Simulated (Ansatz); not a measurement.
Mulliken charges of B₂GaH₅Si, SMILES `[GaH2][B]1B[SiH2]1` from ωB97M-V/def2-TZVPP in Ansatz (PBE0-D4/def2-TZVP geometry).

| atom | x (Å) | y (Å) | z (Å) | charge (e) |
| --- | --- | --- | --- | --- |
| Ga1 | -0.928 | 1.437 | -1.098 | 0.056 |
| B2 | 0.526 | 0.105 | -0.570 | 0.092 |
| B3 | 1.785 | -0.518 | -0.051 | -0.286 |
| Si4 | -0.078 | -0.945 | 0.914 | -0.009 |
| H5 | -1.110 | 1.835 | -2.607 | -0.019 |
| H6 | -1.903 | 2.040 | -0.024 | -0.026 |
| H7 | 2.702 | -1.132 | 0.369 | 0.155 |
| H8 | 0.434 | -2.164 | 1.598 | 0.010 |
| H9 | -1.427 | -0.658 | 1.468 | 0.027 |

Q: By hand: the dipole of these point charges (1 e Å = 4.8032 D).

A: Σ q r = (-0.058, -0.056, 0.055) e Å, of length 0.098 e Å = 0.47 D.

Q: How does the dipole of the full density compare? (An estimate is asked.)

A: Ansatz gave: (-0.003, -0.204, 0.265) e Å, 1.61 D; the point charges give 0.29 times that, at 37° from its direction.

Point charges leave out the atoms' own dipoles, such as those of lone pairs, and Mulliken's split depends on the basis, so the two needn't agree.
